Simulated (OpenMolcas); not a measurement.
## Pt3+: moving or changing the point charges

Pt3+ among 6 point charges of -1.7 e arranged as an octahedron (Oh), 2.11 Å from the ion.
```
   2.1100    0.0000    0.0000  -1.70
   0.0000    2.1100    0.0000  -1.70
  -2.1100    0.0000    0.0000  -1.70
   0.0000   -2.1100    0.0000  -1.70
   0.0000    0.0000    2.1100  -1.70
   0.0000    0.0000   -2.1100  -1.70
```

* Program: OpenMolcas 26.06
* Method: SS-CASPT2, IPEA 0.25 Eh, imaginary shift 0.1 Eh (closed shells correlated: 5s 5p)
* Basis: ANO-RCC-VDZP [7s6p4d2f]
* Scalar Hamiltonian: DKH2, point nucleus
* Active space: 7 electrons in 5 orbitals (5d)
* State averaging: 2S+1 = 4 even, 10 roots; 2S+1 = 2 even, 40 roots
* Spin-orbit coupling: state interaction with AMFI integrals over the reference wave functions

Runs around this geometry, states (labels of O, the rotations of Oh). Energies in cm-1 above the lowest state or level, χT in cm3 K/mol; under a threefold ground state the first gap can be a small split of the lowest multiplet, not the spin-orbit step; 10Dq and B are least-squares fits to the states below 45000 cm-1, weighted by degeneracy, with a free offset, and given where the rms deviation is under 5 % of |10Dq| (or 100 cm-1) and under 700 cm-1.

```json
{"R (Å)": "2.11", "q (e)": "-1.36", "Ground state": "4T1", "First state of that spin": "4T2 5760", "10Dq": "", "B (rms of fit)": "", "First gap with spin-orbit (degeneracies)": "900 (2, 4)", "χT at 300 K": "3.461", "First state of another spin": "2E 10470"}
{"R (Å)": "1.99", "q (e)": "-1.7", "Ground state": "4T1", "First state of that spin": "4T2 9780", "10Dq": "10404", "B (rms of fit)": "741 (402)", "First gap with spin-orbit (degeneracies)": "910 (2, 4)", "χT at 300 K": "3.231", "First state of another spin": "2E 6970"}
{"R (Å)": "2.11", "q (e)": "-1.7", "Ground state": "4T1", "First state of that spin": "4T2 7290", "10Dq": "7924", "B (rms of fit)": "761 (373)", "First gap with spin-orbit (degeneracies)": "960 (2, 4)", "χT at 300 K": "3.333", "First state of another spin": "2E 9110"}
{"R (Å)": "2.25", "q (e)": "-1.7", "Ground state": "4T1", "First state of that spin": "4T2 5300", "10Dq": "", "B (rms of fit)": "", "First gap with spin-orbit (degeneracies)": "870 (2, 4)", "χT at 300 K": "3.519", "First state of another spin": "2E 10930"}
```

Taking the first state of the same spin as R^-n, n = -ln(5300 / 9780) / ln(2.25 / 1.99) = 5.0 between the shortest and longest distance.

Scaling the charges by -1.36 / -1.7 = 0.80 scales the first state of the same spin by 5760 / 7290 = 0.79; with fixed orbitals a first-order splitting would follow the charge.

Roots that are degenerate in the reference are averaged as groups; the widest CASPT2 spread within a group is 420 cm-1 (the 3-fold group of multiplicity 2 near 15200 cm-1 above the lowest state of its run, R = 1.99, q = -1.7). Shifts and gaps below about the spread of the groups concerned are not significant. An orbital triplet at a regular site is open to Jahn-Teller coupling, which can distort the site and quench the lowest spin-orbit gaps and is left out. This shell can be high or low spin here, a state of another spin lies low, and with metal d orbitals alone active their balance is uncertain, so the ground spin may be wrong. Point charges give a weaker field than real ligands, and real ions of this kind are as a rule low spin; the high spin found here belongs to the model. Free-ion shares, where given, are those of the reference states; single-state CASPT2 does not remix them. This field is weak: 10Dq is about 6323 cm-1, while octahedral complexes of 5d ions of charge 3 and more, computed by the same method with explicit ligands, had a median near 35000 cm-1. Ground spin and moment need not be those of a real site (figures for R = 2.11, q = -1.36; the like holds for R = 1.99, q = -1.7, R = 2.11, q = -1.7, R = 2.25, q = -1.7). Point charges carry no covalency, so the field is a model and not that of real ligands. No measured value stands beside these numbers.
